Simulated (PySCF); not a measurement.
BCl₂, SMILES Cl[B]Cl (connectivity only; charge and spin as stated), charge +1, multiplicity 1. Geometry: PBE-D3(BJ)/def2-TZVP. The multiplicity is an assumed one; other spin states were not compared. The isomer is the one that the SMILES or the coordinates give; other isomers of the formula were not compared.

TDDFT-CAM-B3LYP/def2-TZVPD (PySCF) puts the lowest singlet excitations at 6.70, 6.86, 6.86, 8.04, 8.24, 8.24 eV.

Question: What are the lowest excitation roots from ADC(2)/aug-cc-pVDZ (PySCF)? (An estimate is asked for; the answer gives what the named calculation found.)

Answer: 7.20, 7.20, 7.23, 8.41, 8.73, 8.83 eV. S1 differs by 0.49 eV (second minus first; roots are paired by order, and the bases may differ).
